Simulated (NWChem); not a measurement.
System: C₃H₇FSi; SMILES C(=C/[SiH2]C)/F

Parts of the log:

```
             Northwest Computational Chemistry Package (NWChem) 7.3.0
             --------------------------------------------------------

                             Geometry "geometry" -> ""
                             -------------------------

 Output coordinates in angstroms (scale by  1.889725989 to convert to a.u.)

  No.       Tag          Charge          X              Y              Z
 ---- ---------------- ---------- -------------- -------------- --------------
    1 C                    6.0000     0.26633600    -2.54096500     0.00000000
    2 Si                  14.0000    -0.49519800    -0.82346200     0.00000000
    3 C                    6.0000     0.86916800     0.46580800     0.00000000
    4 C                    6.0000     0.65033000     1.77764500     0.00000000
    5 F                    9.0000    -0.58002900     2.28995100     0.00000000
    6 H                    1.0000    -0.51505100    -3.31625100     0.00000000
    7 H                    1.0000     0.89488200    -2.69258500    -0.89138000
    8 H                    1.0000     0.89488200    -2.69258500     0.89138000
    9 H                    1.0000    -1.36248400    -0.64496800     1.20682500
   10 H                    1.0000    -1.36248400    -0.64496800    -1.20682500
   11 H                    1.0000     1.92210200     0.16498600     0.00000000
   12 H                    1.0000     1.41349100     2.56420200     0.00000000

 Effective nuclear repulsion energy (a.u.)     215.6241132390

                              NWChem Property Module
                              ----------------------

                                 NWChem DFT Module
                                 -----------------

 Summary of "ao basis" -> "ao basis" (spherical)
 ------------------------------------------------------------------------------
       Tag                 Description            Shells   Functions and Types
 ---------------- ------------------------------  ------  ---------------------
 C                          def2-svp                 6       14   3s2p1d
 Si                         def2-svp                 8       18   4s3p1d
 F                          def2-svp                 6       14   3s2p1d
 H                          def2-svp                 3        5   2s1p

            General Information
            -------------------
          SCF calculation type: DFT
          Wavefunction type:  closed shell.
          No. of atoms     :    12
          No. of electrons :    48
           Alpha electrons :    24
            Beta electrons :    24
          Charge           :     0
          Spin multiplicity:     1
          Use of symmetry is: off; symmetry adaption is: off
          Maximum number of iterations: 150
          AO basis - number of functions:   109
                     number of shells:    53
          Convergence on energy requested:  1.00D-06
          Convergence on density requested:  1.00D-05
          Convergence on gradient requested:  5.00D-04

              XC Information
              --------------
                         B3LYP Method XC Potential
                     Hartree-Fock (Exact) Exchange  0.200
                        Slater Exchange Functional  0.800 local
                    Becke 1988 Exchange Functional  0.720 non-local
              Lee-Yang-Parr Correlation Functional  0.810
                  VWN I RPA Correlation Functional  0.190 local

             Grid Information
             ----------------
          Grid used for XC integration:  medium
          Radial quadrature: Mura-Knowles
          Angular quadrature: Lebedev.
          Tag              B.-S. Rad. Rad. Pts. Rad. Cut. Ang. Pts.
          ---              ---------- --------- --------- ---------
          C                   0.70       49          12.0       434
          Si                  1.10       88          11.0       590
          F                   0.50       49          13.0       434
          H                   0.35       45          14.0       434
          Grid pruning is: on
          Number of quadrature shells:   599
          Spatial weights used:  Erf1

      Superposition of Atomic Density Guess
      -------------------------------------

 Sum of atomic energies:        -504.40044035

      Non-variational initial energy
      ------------------------------

 Total energy =    -506.855274
 1-e energy   =   -1122.578060
 2-e energy   =     400.098673
 HOMO         =      -0.300471
 LUMO         =       0.020079

   convergence    iter        energy       DeltaE   RMS-Dens  Diis-err
 ---------------- ----- ----------------- --------- --------- ---------
 d= 0,ls=0.0,diis     1   -507.5450949215 -7.23D+02  1.04D-02  5.77D-01
 d= 0,ls=0.0,diis     2   -507.5371035002  7.99D-03  5.48D-03  7.19D-01
 d= 0,ls=0.0,diis     3   -507.6075718891 -7.05D-02  1.92D-03  5.51D-02
 d= 0,ls=0.0,diis     4   -507.6134840973 -5.91D-03  7.79D-04  9.72D-03
 d= 0,ls=0.0,diis     5   -507.6147127090 -1.23D-03  1.56D-04  5.49D-04
  Resetting Diis
 d= 0,ls=0.0,diis     6   -507.6147579266 -4.52D-05  3.81D-05  1.55D-05
 d= 0,ls=0.0,diis     7   -507.6147598336 -1.91D-06  1.69D-05  1.24D-06
 d= 0,ls=0.0,diis     8   -507.6147597523  8.13D-08  9.25D-06  1.90D-06

[...]

 DFT Linear Response polarizability / au
 Frequency  =       0.0773000 / au
 Wavelength =     589.4353558 / nm
              X              Y              Z
 -----------------------------------------------
 X      55.0239421      1.3528212      0.0000000
 Y       1.3528244     75.9159593      0.0000000
 Z       0.0000000      0.0000000     44.0710911
 -----------------------------------------------
 Eigenvalues =      54.9367071     76.0031943     44.0710911
 Isotropic   =      58.3369975
 Anisotropic =      28.1204348
 -----------------------------------------------

 Magnetic Dipole Response Matrix (nonzero elements):

 Exiting AOResponse driver routine
```

Level: B3LYP/def2-SVP. Coordinates come from a PBE0/def2-SVP optimisation. Not confirmed as a minimum by frequencies. B3LYP is NWChem's, with the RPA form of VWN correlation.

Task: Write an input that gives this output.

Result: Several could match; the one computed here: the input that was run:
```
start job
memory heap 200 mb stack 900 mb global 1100 mb
geometry units angstroms noautosym nocenter noautoz
  C      0.266336    -2.540965     0.000000
  Si    -0.495198    -0.823462     0.000000
  C      0.869168     0.465808     0.000000
  C      0.650330     1.777645     0.000000
  F     -0.580029     2.289951     0.000000
  H     -0.515051    -3.316251     0.000000
  H      0.894882    -2.692585    -0.891380
  H      0.894882    -2.692585     0.891380
  H     -1.362484    -0.644968     1.206825
  H     -1.362484    -0.644968    -1.206825
  H      1.922102     0.164986     0.000000
  H      1.413491     2.564202     0.000000
end
basis spherical
  * library def2-svp
end
dft
  xc b3lyp
  iterations 150
end
property
  response 1 0.0773
end
task dft property
```
